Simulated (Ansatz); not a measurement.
Start from `CCBB[SiH3]` and change one atom or group to get `CBCC`.

Ansatz, PBE0-D4/def2-TZVP geometries, multiplicity 1. Each molecule was computed in one conformer, which needn't be the lowest.

| property | `CCBB[SiH3]` |
| --- | --- |
| HOMO–LUMO gap (ωB97M-V/def2-TZVPP) / eV | 9.71 |
| size of the dipole moment (B3LYP/def2-TZVPP) / D | 0.81 |
| LUMO energy (PBE/def2-TZVPP) / eV | -3.01 |
| HOMO energy (B3LYP/def2-TZVPP) / eV | -7.48 |
| size of the dipole moment (PBE/def2-TZVPP) / D | 0.86 |
| HOMO–LUMO gap (B3LYP/def2-TZVPP) / eV | 5.24 |

**Question.** Give the same properties after the change, and the shifts. (Best estimate.)

**Answer.** The calculation gave: 
```
                                        property  `CBCC`  shift
         HOMO–LUMO gap (ωB97M-V/def2-TZVPP) / eV   12.04   2.33
size of the dipole moment (B3LYP/def2-TZVPP) / D    0.35  -0.46
               LUMO energy (PBE/def2-TZVPP) / eV   -1.61   1.40
             HOMO energy (B3LYP/def2-TZVPP) / eV   -8.20  -0.72
  size of the dipole moment (PBE/def2-TZVPP) / D    0.40  -0.46
           HOMO–LUMO gap (B3LYP/def2-TZVPP) / eV    7.38   2.14
```

With PBE0 the HOMO falls by 0.72 eV and the LUMO rises by 1.48 eV, so the gap widens by about 2.20 eV. PBE moves the HOMO by -0.58 eV and ωB97M-V by -0.86 eV. Dipoles are sizes alone; their direction can turn.

B3LYP here is the variant with VWN-RPA as its local correlation; programs differ in this.
